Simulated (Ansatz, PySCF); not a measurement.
Reaction (SMILES): CC(=O)C(C)=O -> 2 C[C]=O (the C-C bond at the site shown breaks; other sites are not compared here)
Structures are relaxed separately at B3LYP-D3(BJ)/def2-TZVP in Ansatz (a quantum-chemistry and plane-wave program), one conformer each, not searched for the lowest. Frequencies are from Ansatz or PySCF.

Property: bond dissociation energy (enthalpy at 298 K, with B3LYP-D3(BJ) rigid-rotor harmonic-oscillator terms), in kcal/mol. Cores are frozen in the correlated levels unless marked. UHF or UKS for open shells. Spin-orbit coupling is left out. No relativistic terms. CBS marks a two-point X^-3 extrapolation of the correlation energy; Hartree-Fock from the larger set. [CCSD(T)-MP2]/basis is that difference in the basis named.

RI-MP2/CBS(cc-pVTZ,cc-pVQZ)+[CCSD(T)-MP2]/cc-pVTZ (Ansatz) gives 74.4 kcal/mol.

Q: Another calculation gave 69.1 kcal/mol. Which level was it?
(A) SVWN5/def2-TZVPD (Ansatz)
(B) BHLYP/def2-TZVPD (Ansatz)
(C) LC-wPBE/def2-TZVPD (Ansatz)
(D) B97M-V/def2-TZVPD (Ansatz)

A: C, LC-wPBE/def2-TZVPD (Ansatz). The others give 66.1 (BHLYP), 72.1 (B97M-V), 84.5 (SVWN5) kcal/mol.
